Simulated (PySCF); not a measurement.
Computed properties of 1-fluorocyclopentene (C5H7F), SMILES FC1=CCCC1

C5H7F, SMILES FC1=CCCC1. Geometry: ωB97X-D3(BJ)/def2-SVP. One conformer was computed; it need not be the lowest. All values are computed for the isolated molecule unless a solvent is named; none is compared with measurement here.

**Structure.** All 33 harmonic modes at ωB97X-D3(BJ)/def2-SVP (PySCF) are real, so it is a minimum. With heavy atoms numbered as in [F:1][C:2]1=[CH:3][CH2:4][CH2:5][CH2:6]1, the shortest bond between them is C2–C3 at 1.332 Å and the longest C4–C5 at 1.550 Å.

**Vibrations.** The strongest infrared lines (harmonic, unscaled, degenerate partners summed) lie at 1800 cm⁻¹ (96 km/mol, C 94 %), 1409 cm⁻¹ (86 km/mol, C 69 %, H 27 %), 3060 cm⁻¹ (37 km/mol, H 94 %). The softest mode is at 154 cm⁻¹ and the zero-point energy is 69.3 kcal/mol.

**Electronic structure.** ωB97X/def2-TZVP (PySCF) places the frontier levels at -9.12 and 2.94 eV, a gap of 12.06 eV, and gives a dipole moment of 1.66 D and a mean polarisability of 56.2 bohr³. PBE/def2-TZVP (PySCF) at the same geometry gives -5.61 and -0.32 eV, so its gap is 6.77 eV narrower. An orbital gap is neither the optical nor the fundamental gap.

**Excitations.** TDA-ωB97X/def2-SVPD (PySCF) has S1 at 7.14 eV (174 nm, f = 0.008, weak); the most intense of the 10 singlets computed lies at 7.52 eV (f = 0.35). T1 (TDA) is at 4.41 eV, 2.73 eV under S1. TDA-PBE/def2-SVPD (PySCF) puts S1 at 5.79 eV. No vertical singlet excitation falls in the visible range (under 3.1 eV).

**NMR.** GIAO shifts at KT2/pcSseg-1 (PySCF) (non-relativistic, atoms alike by connectivity averaged): ¹³C from 27.3 to 166.5 ppm against TMS; ¹H from 2.2 to 5.2 ppm against TMS; ¹⁹F at -148.6 ppm against CFCl3.

**Solvation.** SMD-M06-2X/6-31G* (PySCF) gives 0.5 kcal/mol in water, -3.6 kcal/mol in acetonitrile, -4.2 kcal/mol in chloroform (1 M in both phases, gas-phase geometry); of these solvents chloroform holds the molecule best.
